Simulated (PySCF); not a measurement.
Computed properties of C₃H₉ClOSi, SMILES C[Si@@](O)(Cl)CC

C₃H₉ClOSi, SMILES CC[Si@](C)(O)Cl. Geometry: B3LYP-D3(BJ)/def2-SVP. The structure was generated by enumeration; whether it is a known compound was not checked. Other conformers were not sampled. All values are computed for the isolated molecule unless a solvent is named; none is compared with measurement here.

**Structure.** All 39 harmonic modes at B3LYP-D3(BJ)/def2-SVP (PySCF) are real, so it is a minimum. With heavy atoms numbered as in [CH3:1][CH2:2][Si@:3]([CH3:4])([OH:5])[Cl:6], the shortest bond between them is C1–C2 at 1.535 Å and the longest Si3–Cl6 at 2.103 Å.

**Vibrations.** The strongest infrared lines (harmonic, unscaled, degenerate partners summed) lie at 849 cm⁻¹ (250 km/mol, H 63 %, Si 17 %, O 11 %, C 10 %), 810 cm⁻¹ (105 km/mol, H 67 %, C 20 %, Si 13 %), 3874 cm⁻¹ (90 km/mol, H 94 %). The softest mode is at 69 cm⁻¹ and the zero-point energy is 74.2 kcal/mol.

**Electronic structure.** ωB97X/def2-TZVP (PySCF) places the frontier levels at -10.54 and 2.70 eV, a gap of 13.24 eV, and gives a dipole moment of 1.86 D and a mean polarisability of 74.1 bohr³. PBE/def2-TZVP (PySCF) at the same geometry gives -6.79 and -0.15 eV, so its gap is 6.60 eV narrower. An orbital gap is neither the optical nor the fundamental gap.

**Excitations.** TDA-CAM-B3LYP/def2-SVPD (PySCF) has S1 at 7.54 eV (164 nm, f = 0.066, bright); the most intense of the 6 singlets computed lies at 7.54 eV (f = 0.07). T1 (TDA) is at 7.30 eV, 0.24 eV under S1. TDA-PBE/def2-SVPD (PySCF) puts S1 at 6.36 eV. No vertical singlet excitation falls in the visible range (under 3.1 eV).

**NMR.** GIAO shifts at PBE0/pcSseg-1 (PySCF) (non-relativistic, atoms alike by connectivity averaged): ¹³C from 1.4 to 17.4 ppm against TMS; ¹H from 0.7 to 2.0 ppm against TMS; ²⁹Si at 33.5 ppm against TMS. Without spin–orbit terms, shifts of atoms bonded to Cl or Br come out too high.
